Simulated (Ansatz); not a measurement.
CH$_{3}$BOTe (`B1OC[Te]1`). Charge 0, multiplicity 1. Te: def2 effective core potential. The structure was optimised at the PBE0-D4/def2-TZVP level.

```xyz
7

B    -0.746    0.823   -0.571
O     0.524    0.357   -0.688
C     0.635   -0.594    0.361
Te   -1.396   -0.346    1.130
H    -1.231    1.647   -1.278
H     1.396   -0.295    1.079
H     0.817   -1.592   -0.034
```

(1) What is the dipole moment at r2SCAN/def2-TZVPP? (Best estimate.)

(2) And with PBE, B3LYP, ωB97M-V? (Best estimate.)

(3) Give the Mulliken charges with r2SCAN, PBE, ωB97M-V in def2-TZVPP. (Estimate.)

## Answers

(1) Computed: 1.11 D, with components (0.70, -0.72, 0.47) D in this frame, pointing from negative to positive charge.

(2) The calculation gave: PBE 1.16 D, B3LYP 1.04 D, ωB97M-V 0.95 D.

(3) Computed: 
```csv
atom,r2SCAN,PBE,ωB97M-V
B1,0.06,0.00,-0.01
O2,-0.27,-0.18,-0.24
C3,0.00,-0.12,-0.16
Te4,0.00,0.02,0.02
H5,0.01,0.02,0.08
H6,0.10,0.13,0.15
H7,0.10,0.13,0.15
```

B3LYP here is the variant with VWN-RPA as its local correlation; programs differ in this.
